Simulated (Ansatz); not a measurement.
Ansatz (an electronic-structure program) input (CAM-B3LYP/def2-TZVPD):

Ansatz 0.2 input:
```yaml
crystal:
  periodic: [false, false, false]
  atoms:
    - {symbol: Si, position_ang: [-0.56981430, -0.02181329, 0.08145698]}
    - {symbol: N, position_ang: [1.12697520, 0.05923931, -0.21112593]}
    - {symbol: H, position_ang: [-1.13323203, 1.33097718, -0.13339325]}
    - {symbol: H, position_ang: [-1.15113505, -0.98739093, -0.87946352]}
    - {symbol: H, position_ang: [-0.97257916, -0.45818568, 1.44712261]}
    - {symbol: H, position_ang: [1.67885888, 0.79243351, 0.20576627]}
    - {symbol: H, position_ang: [1.66666114, -0.78712318, -0.30254830]}
basis:
  gaussian:
    orbitals: def2-TZVPD
hamiltonian:
  xc: {name: CAM-B3LYP}
magnetization: {spin_polarized: true, initial_magnetization: 2}
```

End of the output:

```
integrals: 0.04 GiB planned
718 factors; their error is unknown
integrals: 0.08 GiB planned
338 factors; integrals over basis functions are off by at most 5.6e-6 eV
0.20 GiB of the device are held for the grids
0.90 GiB of device memory are held for the factors and their scratch space
mean field: 0.50 GiB planned
mean field evaluation 1: about -9439.0165 eV, gradient 3.4e1 eV
mean field evaluation 2: about -9434.5199 eV, gradient 4.6e1 eV
mean field evaluation 4: about -9444.0447 eV, gradient 2.5e0 eV
mean field evaluation 8: about -9444.1956 eV, gradient 9.4e-2 eV
mean field evaluation 16: about -9444.1944 eV, gradient 6.5e-4 eV
mean field -9444.19442249 eV, -347.0677435216 hartree, gradient 8.8e-5 eV, S^2 2.006596; 0 other end points of the search recorded, 0 dependent functions left out
reference -9444.19454425 eV, -347.0677479963 hartree; 14, 12 occupied and 111, 113 virtual orbitals, 718 factors
Total energy: -9444.19454425 eV, -347.0677479963 hartree
```

This state (charge 0, triplet) is run at the relaxed geometry of the species with charge 0 and multiplicity 1, and is a spin state other than that species' own.
